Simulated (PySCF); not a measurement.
# One molecule, several mistakes: AlBCH8Si

All numbers below are calculated, not measured. The program is PySCF 2.14.0, an open-source quantum chemistry code, run on an isolated molecule that a program drew, which may never have been made. The molecule is AlBCH8Si (charge 0, singlet), drawn as the SMILES string `[CH3][AlH][BH][SiH3]`.

Each row is a Hartree-Fock (HF) and frozen-core CCSD(T) single point in the cc-pV(D+d)Z basis, meant for a local HF minimum. Run 1 is clean. Each other run has one planted mistake out of seven kinds, and not every kind appears here: one electron removed, one electron added, multiplicity raised by two, geometry at a saddle point, minimal basis STO-3G, one bond length entered in bohr, all coordinates scaled. The reference is restricted for singlets and unrestricted otherwise, and also for a bond in bohr. Adding or removing an electron swaps singlet and doublet. Electrons count all cores. HOMO and LUMO are orbital energies over both spins, the gradient is its largest component, and the lowest frequency (negative if imaginary) is given only where the gradient is small. Bond lengths are over the 11 bonds as drawn. T1 is the CCSD diagnostic: over 0.02 (restricted) or 0.045 (unrestricted) a single reference is doubtful.

Geometry of the clean run:
```xyz
12
AlBCH8Si, angstrom
C     1.8454    0.8268    1.2715
Al    1.4349    0.6898   -0.6523
B    -0.5363    0.9664   -1.4583
Si   -1.9910   -0.4432   -1.7265
H     2.2396   -0.1261    1.6464
H     0.9854    1.0966    1.8917
H     2.6299    1.5735    1.4458
H     2.6236    0.3397   -1.6516
H    -0.8866    2.0681   -1.8073
H    -1.5658   -1.8285   -1.3944
H    -3.1473   -0.1109   -0.8505
H    -2.4594   -0.4459   -3.1376
```

```
run,electrons,basis functions,<S^2>,HOMO (eV),LUMO (eV),gradient (hartree/bohr),lowest frequency (cm^-1),mean bond (Å),longest bond (Å),T1,HF (hartree),CCSD(T) (hartree),mistake
1,46,114,0.000,-9.64,1.00,3.8e-06,32,1.5193,2.148,0.0121,-598.01922,-598.49763,no fault
2,46,114,2.018,-7.70,-0.69,3.4e-02,-,1.5193,2.148,0.0179,-597.94740,-598.41772,multiplicity raised by two
3,47,114,0.761,-1.21,5.92,3.8e-02,-,1.5193,2.148,0.0123,-598.01971,-598.51936,one electron added
4,46,114,0.858,-7.66,0.82,7.7e-03,-,1.6480,3.008,0.0458,-597.92378,-598.39326,?
```

**Which mistake was planted in run 4, and what did it cost?**

The mean bond changes by a factor of 1.085 and the longest by 1.400, so the molecule wasn't scaled as a whole. A length L in bohr read as angstrom grows by (1/0.5292 - 1) L = 0.890 L. The 11 bonds together grew by 11 x 0.1287 = 1.416 Å, which gives L = 1.591 Å. That is bond Al2-H8, 1.592 Å in the clean geometry. So the mistake is: one bond length entered in bohr. Subtracting run 1 and multiplying by 627.51 kcal/mol a hartree, the energy moved by 59.9 kcal/mol in HF and 65.5 kcal/mol in CCSD(T).

Cautions from the logs. Run 4: T1 is over the limit, so its CCSD(T) energy is less reliable.
